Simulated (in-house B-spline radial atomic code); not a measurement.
Values are calculated unless marked as measured or tabulated.
**Building a PAW s channel for Li, r_c = 3.09 bohr**

Li, [He] 2s1, non-relativistic PBE, spherical and spin-unpolarised, from a B-spline radial code for spherical atoms (atomic units; all potentials screened as in the neutral atom).

Two all-electron partial waves φ1, φ2 are integrated outwards at E1 = ε(2s) = -0.105617 and E2 = E1 + 1 hartree; φ1 is the bound orbital and φ2 has unit norm inside r_c = 3.0941 bohr. Smooth partners are polynomials, r^1(a0 + a1 r² + a2 r⁴ + a3 r⁶), matched to φ and three derivatives at r_c, with no condition on the norm. The local potential is -0.715163 + (0.120202) r² + (-0.0113376) r⁴ + (0.000422626) r⁶ inside 2.6541 bohr and the all-electron one outside.

```json
{"wave": "1", "φ(r_c)": "0.5192167", "φ'(r_c)": "0.005151294", "a0": "0.2371512", "a1": "-0.003810575", "a2": "-0.0005863069", "a3": "2.378972e-05"}
{"wave": "2", "φ(r_c)": "0.6989784", "φ'(r_c)": "1.006731", "a0": "-1.496025", "a1": "0.3636541", "a2": "-0.02386662", "a3": "0.0004877012"}
```

Inside r_c the overlaps are <φi φj> = [[0.35326, -0.25955], [-0.25955, 1.00000]] and, for the smooth waves, [[0.39548, -0.47139], [-0.47139, 2.03373]]. With χj = (Ej − T − V_local) applied to smooth wave j, the program's quadrature gives the matrix B_ij = <smooth i, χj> as [[0.05320, -0.37767], [-0.16583, 1.32044]].

Check the match of the first wave, and find the augmentation charges q_ij.

At r_c the four terms are 0.73377, -0.11287, -0.16626, 0.06458, which sum to 0.5192, φ1(r_c) to rounding. q_ij is the all-electron overlap less the smooth one: [[-0.04222, 0.21184], [0.21184, -1.03373]]. The smooth first wave has a norm of 0.3955 inside r_c against 0.3533, so q11 is negative and must stay small enough for the overlap operator to be positive.

B isn't symmetric. Show that D_ij = B_ij + Ej q_ij is.

Integrating by parts gives B12 − B21 = (E1 − E2) q12: -0.37767 − (-0.16583) = -0.21184, and −1 × (0.21184) = -0.21184. So D12 = -0.37767 + (0.894383)(0.21184) = -0.18820 and D21 = -0.16583 + (-0.105617)(0.21184) = -0.18820; D11 = 0.05766, D22 = 0.39589. The projectors, p = (B⁻¹)ᵀ χ, are dual to the smooth waves; det B = 0.0076.

Solving (T + V_local + Σ p D p) ψ = E (1 + Σ p q p) ψ in a sphere of 9 bohr, whose wall lifts the free-atom level a little, gives these levels:

```tsv
all-electron	one projector	two projectors
-0.101944	-0.101945	-0.101944
0.126587	0.124494	0.126507
0.467996	0.444266	0.467742
0.949496	0.843073	0.949477
1.564690	1.329400	1.556170
```

What does the second projector gain?

With one projector the errors are 0.00, -2.09, -23.73, -106.42 millihartree, and the level at 1.3294 is out of step with the all-electron series: an extra state, or one far too low, so the pairing ends there. With two the errors are 0.00, -0.08, -0.25, -0.02, -8.52 millihartree. The scattering is exact at E1 and at E2 = 0.894, and over all levels compared the largest error is 8.5 millihartree. The lowest eigenvalue of the overlap operator is 0.7844 with one and 0.341 with two projectors. The smooth orbital alone needs a cutoff of 0.461 hartree for 1 millihartree of kinetic energy, against 1.84 for a norm-conserving Troullier-Martins orbital of the same radius; part of the gain comes from giving up the norm, part from the simpler form.
